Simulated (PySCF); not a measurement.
Isomers C$_{7}$H$_{14}$N$_{2}$:

A. `InChI=1S/C7H14N2/c1-6(2)7-4-8-9(3)5-7/h4,6-7H,5H2,1-3H3/t7-/m0/s1`
B. SMILES CC(C)C1=NNC[C@H]1C
C. SMILES CCN(C)/N=C\C1CC1

Spectrum 1. ¹H NMR (300 MHz, computed): δ 4.56 (br s, 1H), 3.63 (m, 1H), 3.25 (m, 1H), 2.90 (m, 1H), 2.27 (m, 1H), 1.24 (d, 3H), 1.24 (d, 3H), 1.17 (d, 3H). ¹³C{¹H} NMR (computed): δ 161.4 (C), 57.1 (CH2), 47.4 (CH), 31.3 (CH), 26.7 (CH3), 25.2 (CH3), 20.5 (CH3).

Spectrum 2. ¹H NMR (300 MHz, computed): δ 5.18 (d, 1H), 3.48 (q, 2H), 3.19 (s, 3H), 1.75 (m, 1H), 1.02 (t, 3H), 0.65 (m, 2H), 0.27 (m, 2H). ¹³C{¹H} NMR (computed): δ 132.1 (CH), 60.9 (CH2), 38.8 (CH3), 13.2 (CH3), 12.7 (CH), 8.7 (CH2).

Spectrum 3. ¹H NMR (300 MHz, computed): δ 6.12 (d, 1H), 3.17 (m, 1H), 3.04 (m, 1H), 3.00 (m, 1H), 2.99 (s, 3H), 1.47 (m, 1H), 1.03 (d, 3H), 0.94 (d, 3H). ¹³C{¹H} NMR (computed): δ 136.0 (CH), 61.3 (CH2), 57.3 (CH), 42.4 (CH3), 37.3 (CH), 24.1 (CH3), 17.3 (CH3).

PySCF 2.14.0 with density-fitted response routines calculation with geometry from GFN2-xTB and PBE0/pcSseg-1 with gauge-including orbitals; averaged over atoms made equivalent by symmetry, fast rotation or ring inversion, relativity neglected, no solvent, one conformer.

Shifts are taken against calculated references (same method and geometry level): TMS for ¹H and ¹³C. Where no couplings were computed, multiplicities follow the n + 1 count of equivalent neighbours, and m marks all less simple cases (inequivalent or close neighbours, rings, F or P nearby). Shifts are as computed. Against solution values, carbons near 30 ppm lie about +3 ppm off and those near 130 ppm about +5 ppm. Of 1211 compounds with measured shifts, 218 miss one by over three times the rms of a fit or turn the order of signals round; such compounds aren't used in these exercises. OH and NH positions are gas-phase values without hydrogen bonding to other molecules.

Problem. Which spectrum belongs to which compound?

Solution. 1–B, 2–C, 3–A.

- Spectrum 1 (B): 7 ¹³C signals; δC 57.1 is an sp3 CH2 bonded to N; δC 47.4 is an sp3 CH in a ring.
- Spectrum 2 (C): 6 ¹³C signals; δC 60.9 is an sp3 CH2 bonded to N; δC 38.8 is a methyl carbon bonded to N.
- Spectrum 3 (A): 7 ¹³C signals; δC 61.3 is an sp3 CH2 bonded to N; δC 42.4 is a methyl carbon bonded to N.
